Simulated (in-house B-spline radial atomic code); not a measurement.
## RPA and G0W0 on HSE06: Pb III (Pb2+)

Configuration [Xe] 4f14 5d10 6s2, mean-field start HSE06. Computed with a B-spline radial code for spherical atoms: all electrons, scalar-relativistic (spin-free one-electron X2C), finite nucleus, each spin shell either full or empty, empty states to l = 9 with an (l + 1/2)⁻⁴ tail; G0W0 by contour deformation at full frequency.

Without the two-electron picture change, the correlation of inner shells comes somewhat too large for so heavy an element.

Command:
```bash
python run_gw.py task.json out
```
Settings (radii: box in bohr, nucleus in fm):
```
Z                        82
electrons                80
configuration            [Xe] 4f14 5d10 6s2
hamiltonian              x2c
method                   hse06
lmax                     9
rms_radius               5.5012
spin_polarised           False
box_radius               17.55
intervals                68
ion_configuration        [Xe] 4f14 5d10 6s1
```

Time taken, with all properties: 27 s on 1 thread of Arm Neoverse N1, on a shared host.

Energies (hartree):

| term | value |
| --- | --- |
| mean-field total | -20884.94184 |
| Hartree-Fock functional on these orbitals | -20879.38669 |
| direct second order | -8.1692 |
| second-order exchange | 2.0204 |
| SOSEX correction | 1.8947 |

(1) What is the RPA correlation energy, and what remains with SOSEX?

Quasi-particle levels (eV):

```
level  occupied  mean field  Σx - vxc     Σc  QP weight     G0W0
   6s       yes     -27.940     -2.26      ?          ?        ?
   5d       yes      -39.70     -6.25   0.44      0.913   -45.52
   6p        no     -16.694      3.94  -1.25      0.959  -14.006
```

G0W0 = mean field + (Σx - vxc) + Σc, with Σc (partial-wave tail included) taken at the quasi-particle energy. Only the outer levels were computed. Levels of low weight are left out.

(2) Where does G0W0 put 6s?

(3) What does it cost to remove one electron (to [Xe] 4f14 5d10 6s1) by differences of total energies, each species on its own start (correlation terms add to the Hartree-Fock functional)?

## Answers

(1) RPA gives -7.156 hartree (-2.43 eV per electron); RPA + SOSEX gives -5.2613, and the second-order doubles -6.1488 hartree (no singles). RPA lacks exchange-type terms and so overcorrelates at short range.

(2) At -32.34 eV, with Σc = -2.13 eV and a quasi-particle weight of 0.951. The tabulated removal energy is 31.937 eV (NIST, measured); the calculation leaves out spin-orbit coupling, Breit and QED terms, and what these don't explain is the method's own error.

(3) HSE06 31.78 eV, Hartree-Fock functional 29.751 eV, + RPA 32.26 eV, + RPA + SOSEX 31.69 eV, + second order 33.31 eV. Tabulated: 31.937 eV (NIST, measured); the calculation leaves out spin-orbit coupling, Breit and QED terms, and what these don't explain is the method's own error.
